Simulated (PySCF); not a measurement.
# Electron correlation in Xe (xenon, neutral)

[Xe], closed-shell 1S. Calculation: PySCF 2.14, in x2c-TZVPPall; the spin-free X2C one-electron Hamiltonian (Gaussian nucleus). Frozen: [Ar] 3d10; 26 electrons correlated.

```tsv
level	correlation energy (mhartree)
CCSD	-608.43
(T)	-10.69
CCSD(T)	-619.12
```

Diagnostics: T1 = 0.0035, D1 = 0.0135, largest double amplitude 0.043.

Problem. Is a single reference adequate?

Solution. Yes, within this model without spin-orbit coupling: T1 lies below 0.03 and no double amplitude reaches 0.07.

This basis was not built for core-valence correlation, so the inner-shell part is incomplete.
